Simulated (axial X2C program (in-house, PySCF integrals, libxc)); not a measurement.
Low determinants of GaP at the PBE0 level, scalar-relativistic

Computed with an in-house relativistic program for diatomic molecules. Spin-free means the one-electron spin-free X2C Hamiltonian. Basis: Ga dyall-cv3z [9s9p7d4f1g], P dyall-v3z [8s7p2d1f] (cores contracted in-house); Gaussian nuclei, density fitting, unrestricted open shells. Masses: Ga 68.926 u, P 30.974 u.

Search at 2.190 Å (vertical energies from the lowest determinant):

| ΔE (eV) | state | electrons beyond evenly filled partner blocks | electrons in σ, π, δ, φ |
| --- | --- | --- | --- |
| 0.00 | M_S = 1, Λ = 1 | σα, π+α, π+β, π-α | 23 19 4 0 |
| 0.13 | M_S = 1, Λ = 0 | π+α, π-α | 24 18 4 0 |
| 0.16 | M_S = 0, Λ = 1 | σβ, π+α, π+β, π-α | 23 19 4 0 |
| 0.97 | M_S = 0, Λ = 0 | closed shell | 22 20 4 0 |
| 1.07 | M_S = 0, Λ = 2 | π+α, π+β | 24 18 4 0 |
| 1.07 | M_S = 0, Λ = 0 | π+β, π-α | 24 18 4 0 |
| 2.27 | M_S = 2, Λ = 1 | σα, 2 × π+α, π-α | 23 19 4 0 |

Lowest determinant, M_S = 1, Λ = 1 (beyond evenly filled blocks: σα, π+α, π+β, π-α): Re = 2.229 Å, ωe = 360.0 cm⁻¹.

The determinant in row 2 of the search, M_S = 1, Λ = 0 (beyond evenly filled blocks: π+α, π-α), was followed along the bond at PBE0; measured from the minimum of the lowest determinant it gives:

Te = -0.185 eV (-1490 cm⁻¹), Re = 2.455 Å, ωe = 291.0 cm⁻¹.

(1) Compare the bond of the determinant in row 2 with that of the lowest one.

The search compares states at one distance, so a state with another bond length can lie lower; it is not exhaustive and yields mostly the lowest determinant of each block pattern, so other components and higher states of one pattern are missing. These are energies of single determinants, not of spin-adapted states; PBE0 term energies can be off by some tenths of an eV, and the functional has no current term. The lowest determinant need not be the ground state where others lie within half an eV.

## Answers

(1) At PBE0 its Re is 0.226 Å longer and its force constant, which goes as ωe², is 0.65 times that of the lowest determinant. T0 ≈ Te + Δωe/2 = -1490 + (-34) = -1524 cm⁻¹.
